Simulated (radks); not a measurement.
Results of a calculation; reference values are marked as such.
Excited configurations of the antimony ion Sb49+: one electron is placed in a higher orbital outside 1s1. The ground configuration is [He]. Level of theory: scalar-relativistic Kohn-Sham, SCAN, spin-polarised, spherical densities, finite nucleus; open shells are filled with parallel spins first (spin-orbit coupling, left out, can overturn this in heavy ions); meta-GGA in the generalised Kohn-Sham scheme; Fermi nuclear charge, rms radius 4.6802 fm (a radial shooting solver on a logarithmic mesh with Libxc functionals). Excitation = E - E(ground); binding = E(ion) - E, where the ion is the core of charge +50; n* = 50/sqrt(2 binding) in atomic units. These energies are relativistic, and a one-electron ion of charge +50 with no core already has n* below n in this formula (scalar-relativistic equation, point nucleus: 3d 2.990, 4d 3.986, 4f 3.993, 6d 5.982, 7f 6.988). The quantum defect is therefore taken as that value minus n*, so that it holds no relativistic shift of the bare ion.

outer orbital  excitation (eV)  binding (eV)     n*  quantum defect  eigenvalue (eV)  <r> (bohr)
3d                       32005        3791.8  2.995          -0.005          -3749.3      0.2082
4d                       33660        2136.6  3.990          -0.004          -2116.7      0.4165
4f                       33671        2125.4  4.000          -0.007          -2100.3      0.3587
6d                       34847        949.33  5.986          -0.004          -941.68       1.013
7f                       35101        695.54  6.993          -0.005          -689.40       1.346

The Delta-SCF ionisation energy is 35797 eV (NIST Atomic Spectra Database: 35710.0 eV, theoretical). Self-interaction in the functional shifts the binding energies and quantum defects, so they are the method's values and not measured ones.
